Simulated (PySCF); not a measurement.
N-ethenylpropan-2-imine (C₅H₉N), SMILES C=CN=C(C)C. Geometry optimised at PBE-D3(BJ)/def2-SVP. One conformer was computed; it need not be the lowest.

Problem. Give the equilibrium geometry at PBE-D3(BJ)/def2-SVP (PySCF confirms it by a frequency run) as Cartesian coordinates in Å. (Estimate from the structure and the level; the computed values follow.)

Solution. One answer among several that fit: 
```xyz
15

C      2.1499    -0.6008     0.7783
C      1.5548    -0.3469    -0.4115
N      0.4525     0.4632    -0.6343
C     -0.7313     0.2602    -0.1697
C     -1.1665    -0.9517     0.6230
C     -1.7938     1.2938    -0.4444
H      1.7375    -0.2099     1.7216
H      3.0996    -1.1529     0.8198
H      2.0346    -0.7014    -1.3444
H     -1.4190    -0.6601     1.6647
H     -2.0928    -1.3801     0.1867
H     -0.3775    -1.7253     0.6640
H     -2.2256     1.6736     0.5061
H     -2.6364     0.8486    -1.0157
H     -1.3671     2.1371    -1.0170
```
Charge 0, spin multiplicity 1.
